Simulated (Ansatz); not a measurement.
```yaml
crystal:
  periodic: [false, false, false]
  atoms:
    - {symbol: C, position_ang: [-1.348328, -0.500414, 0.431480]}
    - {symbol: C, position_ang: [0.113274, -0.320099, 0.692163]}
    - {symbol: N, position_ang: [0.511095, -0.803829, 1.917262]}
    - {symbol: C, position_ang: [0.947994, 0.308226, -0.158729]}
    - {symbol: Si, position_ang: [0.469774, 1.074948, -1.761861]}
    - {symbol: H, position_ang: [-1.640547, -0.099193, -0.537888]}
    - {symbol: h, position_ang: [-1.615920, -1.562074, 0.450157]}
    - {symbol: H, position_ang: [-1.937349, 0.002023, 1.204116]}
    - {symbol: H, position_ang: [1.501232, -0.889829, 2.073664]}
    - {symbol: H, position_ang: [-0.037210, -1.543572, 2.321755]}
    - {symbol: H, position_ang: [1.994007, 0.382157, 0.135607]}
    - {symbol: H, position_ang: [1.688884, 1.635671, -2.405118]}
    - {symbol: H, position_ang: [-0.518848, 2.184371, -1.617635]}
    - {symbol: H, position_ang: [-0.140955, 0.102616, -2.716274]}
basis:
  gaussian: {orbitals: aug-cc-pVDZ}
hamiltonian: {xc: {name: wB97X-V}}
scf: {lower_state_search: full}
output: {forces: true}
```

```sh
$ ansatz run in.yaml --threads 4 --pin off --events-out ev --progress --plain --max-ram 10444MiB
```

It prints (some lines left out):

```
Error: YAML parse error: error: line 10 column 16: `h` is not an element symbol (H … Og, case-exact)
 8 |     - {symbol: Si, position_ang: [0.469774, 1.074948, -1.761861]}
 9 |     - {symbol: H, position_ang: [-1.640547, -0.099193, -0.537888]}
10 |     - {symbol: h, position_ang: [-1.615920, -1.562074, 0.450157]}
11 |     - {symbol: H, position_ang: [-1.937349, 0.002023, 1.204116]}
12 |     - {symbol: H, position_ang: [1.501232, -0.889829, 2.073664]}
```

Task: Something in this input is off. What?

Result: An element symbol is wrong. The program refused the input.
